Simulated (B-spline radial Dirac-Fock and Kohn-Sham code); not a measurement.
# Ag: non-radiative channels of the K vacancy

System: the Ag atom, [Kr] 4d10 5s1.

The run's input, task.json:

```json
{"items": [{
  "Z": 47,
  "q": 0,
  "cfg": [[1, 0, 2], [2, 0, 2], [2, 1, 6], [3, 0, 2], [3, 1, 6], [3, 2, 10], [4, 0, 2], [4, 1, 6], [4, 2, 10], [5, 0, 1]],
  "A": 107,
  "rrms": 4.5454,
  "do": ["binding", "quiet", "decay"],
  "holes": ["K", "L1", "L2", "L3", "M1", "M2", "M3", "M4", "M5", "N1", "N2", "N3", "N4", "N5"]
}]}
```

Run with: `python xray_run.py task.json out`

Level of theory: a relativistic independent-particle model: LDA orbitals of the hole state, radiative multipoles to third order, Auger rates from the Coulomb interaction with a continuum orbital, Dirac-Fock energies; a B-spline atomic structure program. Kinetic energies are configuration averages from the vacuum level; the two-hole energies are estimated from single-hole states. The rates lack the Breit term, which in heavy atoms raises K-L1L1 and K-L1L2.

```
transition  kinetic energy (eV)  width (meV)  share (%)
    K-L1L1              17768.1         69.9        6.2
    K-L1L2              18062.7         87.4        7.8
    K-L1L3              18238.4          129       11.5
    K-L2L2              18314.8         14.0        1.2
    K-L2L3              18501.0          316       28.2
    K-L3L3              18674.6          160       14.3
    K-L1M1              20931.5         23.6        2.1
    K-L1M2              21042.2         15.6        1.4
    K-L1M3              21074.9         23.0        2.1
    K-L2M1              21216.3         12.3        1.1
    K-L2M2              21331.5         4.67        0.4
    K-L2M3              21360.8         47.8        4.3
    K-L3M1              21389.4         18.1        1.6
    K-L3M2              21501.2         46.7        4.2
    K-L3M3              21535.6         49.3        4.4
    K-L2M5              21566.0         6.14        0.5
    K-L1N1                    –         4.51        0.4
    K-L1N3              21615.3         3.94        0.4
    K-L3M4              21732.5         8.13        0.7
    K-L3M5              21740.6         7.32        0.7
    K-L2N3              21902.8         7.94        0.7
    K-L3N2              22070.3         7.82        0.7
    K-L3N3              22075.9         8.22        0.7
    K-M2M3              24292.6         7.16        0.6
```

A dash stands for an energy that rests on an unreliable hole state.

The listed channels hold 96 % of the non-radiative rate. Summed by principal shells, of 1.12 eV in all: KLL 69.4 %, KLM 23.9 %, KLN 4.0 %, KMM 2.0 %, KMN 0.7 %.

Values without a named source are computed, but for edge energies of neutral atoms, which are taken from tables.
